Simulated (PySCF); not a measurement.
C4H6N2O2Si.
Z-matrix (Å and degrees, PBE0-D3(BJ)/def2-SVP geometry), rows numbered from 1:
```
O 
C   1  1.2020
O   2  1.3227  1  125.70
C   3  1.3664  2  123.91  1    -3.73
C   4  1.3699  3  123.92  2  -165.57
N   5  1.3640  4  109.38  3  -177.85
C   6  1.3037  5  105.44  4     0.27
N   4  1.3806  3  127.94  2    17.31
Si  8  1.8088  4  136.55  3    -4.17
H   2  1.1053  1  124.67  3   179.62
H   5  1.0887  4  127.21  3     1.77
H   7  1.0899  6  125.40  5   179.81
H   9  1.4830  8  112.37  4    57.91
H   9  1.4819  8  113.80  4   -75.59
H   9  1.4959  8   98.78  4   170.99
```

Computed at PBE0/pcSseg-1 (PySCF, non-relativistic), with Q(17O) = −0.0256 b, Q(14N) = 0.02044 b: O1, 17O (I = 5/2): χzz = 8.936 MHz, η = 0.122; O3, 17O (I = 5/2): χzz = -10.28 MHz, η = 0.140; N6, 14N (I = 1): χzz = -4.550 MHz, η = 0.124; N8, 14N (I = 1): χzz = -2.138 MHz, η = 0.912.

(1) Find the zero-field quadrupole resonance frequencies of 17O at O1.

(2) Find the zero-field quadrupole resonance frequencies of 17O at O3.

(3) Find the zero-field quadrupole resonance frequencies of 14N at N6.

(4) Where would the pure quadrupole (NQR) lines of 14N at N8 fall for the rigid, isolated species?

## Answers

(1) From the eigenvalues of H = χ/[4I(2I − 1)] × [3Iz² − I(I + 1) + η(Ix² − Iy²)], steps between neighbouring levels, labelled as for η = 0: ±1/2↔±3/2 1.362 MHz, ±3/2↔±5/2 2.673 MHz (ester carbonyl oxygen).

(2) From the eigenvalues of H = χ/[4I(2I − 1)] × [3Iz² − I(I + 1) + η(Ix² − Iy²)], steps between neighbouring levels, labelled as for η = 0: ±1/2↔±3/2 1.575 MHz, ±3/2↔±5/2 3.072 MHz (ester single-bonded oxygen).

(3) From ν± = (3/4)|χ|(1 ± η/3) and ν0 = |χ|η/2: ν+ 3.554 MHz, ν− 3.271 MHz, ν0 0.283 MHz (pyridine-type nitrogen).

(4) From ν± = (3/4)|χ|(1 ± η/3) and ν0 = |χ|η/2: ν+ 2.091 MHz, ν− 1.116 MHz, ν0 0.975 MHz (pyrrole-type nitrogen).

In a crystal, neighbours and librations shift these lines. With so small a basis the couplings can be 20 % off.

One conformer stands for the species.
